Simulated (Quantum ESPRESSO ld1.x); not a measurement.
The numbers below are computed, except where a source is named.
Species: Nb4+. Configuration: [Kr] 4d1 (the NIST ground configuration).

Level of theory: Dirac Kohn-Sham, revPBE, spin-unpolarised, spherical densities, point nucleus; open shells are shared between the two j in proportion to 2j + 1; speed of light set to 685.18 atomic units (5 times the physical value, a model run) (ld1.x of Quantum ESPRESSO 7.5).

Energy parts (eV):
| part | energy |
|---|---|
| total | -102170 |
| kinetic | 102259 |
| electron-nucleus | -241728 |
| Hartree | 40442 |
| exchange-correlation | -3143 |

Orbitals (lengths in bohr, moments of r in powers of bohr; <r^-3> diverges for s and p1/2; r(90%) holds 90 % of the orbital's charge):
| orbital | occ. | eigenvalue (eV) | <1/r> | <r^2> | r(90%) | <r^-3> |
|---|---|---|---|---|---|---|
| 1s1/2 | 2 | -18424.4 | 40.56 | 0.001848 | 0.0661 | - |
| 2s1/2 | 2 | -2578.11 | 9.126 | 0.03113 | 0.251 | - |
| 2p1/2 | 2 | -2372.24 | 9.116 | 0.02375 | 0.227 | - |
| 2p3/2 | 4 | -2368.60 | 9.100 | 0.02380 | 0.227 | 2132 |
| 3s1/2 | 2 | -467.874 | 3.144 | 0.2362 | 0.671 | - |
| 3p1/2 | 2 | -389.691 | 3.049 | 0.2357 | 0.680 | - |
| 3p3/2 | 4 | -389.105 | 3.045 | 0.2361 | 0.680 | 345.3 |
| 3d3/2 | 4 | -246.589 | 2.859 | 0.2242 | 0.691 | 50.40 |
| 3d5/2 | 6 | -246.473 | 2.858 | 0.2243 | 0.691 | 50.31 |
| 4s1/2 | 2 | -100.608 | 1.164 | 1.518 | 1.68 | - |
| 4p1/2 | 2 | -78.3713 | 1.060 | 1.799 | 1.84 | - |
| 4p3/2 | 4 | -78.2852 | 1.059 | 1.802 | 1.85 | 50.89 |
| 4d3/2 | 0.4 | -43.8646 | 0.8193 | 2.946 | 2.42 | 4.834 |
| 4d5/2 | 0.6 | -43.8536 | 0.8190 | 2.947 | 2.42 | 4.825 |

The highest occupied level is 4d5/2 at -43.854 eV. The density falls to 0.001 e/bohr^3 at r = 3.00 bohr.
